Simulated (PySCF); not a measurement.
IBr: calculation against experiment

**Experimental background.**

NIST CCCBDB Release 22 (SRD 101), experimental dipoles lists, for the gas: dipole moment (microwave Stark effect, vibrational ground state) 0.737 D.

Liu, Meijer, Perez-Rios, Phys. Chem. Chem. Phys. 22 (2020) 24191 lists, for the gas: dipole moment 0.726 D.

How close the calculation comes is told at the end.

Species: IBr.
Numbering: `[Br:1][I:2]`

Geometry (PBE0-D3(BJ)/def2-SVP, Å), atoms numbered from 1 in this order:
```
atom  x, y, z in Å
Br1    1.2520   -0.0689    0.0233
I2    -1.2353    0.0434   -0.0325
```

The PySCF runs (gas phase, on this PBE0-D3(BJ)/def2-SVP geometry; no spin–orbit coupling):

```tsv
level	job	basis functions	wall time
PBE0-D3(BJ)/def2-SVP, grid level 1	geometry optimisation from a GFN2-xTB start shaken at random	58	5.5 s
```

Hardware: an Arm Neoverse V1 with one thread, shared host.

Atoms past Kr carry def2 core potentials in the def2 sets.

## Comparison

**Dipole moment.** Measured: 0.737 D (NIST CCCBDB Release 22 (SRD 101), experimental dipoles) and 0.726 D (Liu, Meijer, Perez-Rios, Phys. Chem. Chem. Phys. 22 (2020) 24191). Differences are taken against the first.

```tsv
level	computed (D)	computed − measured (D)	% (from the printed values)
PBE0-D3(BJ)/def2-SVP	0.850	+0.113	+15
```

The computed dipoles belong to one fixed geometry; measured ones are averaged over vibrations unless marked μe. Magnitudes are compared, not signs.

The geometry is computed, not the measured one. Where a level misses, the cause wasn't examined.
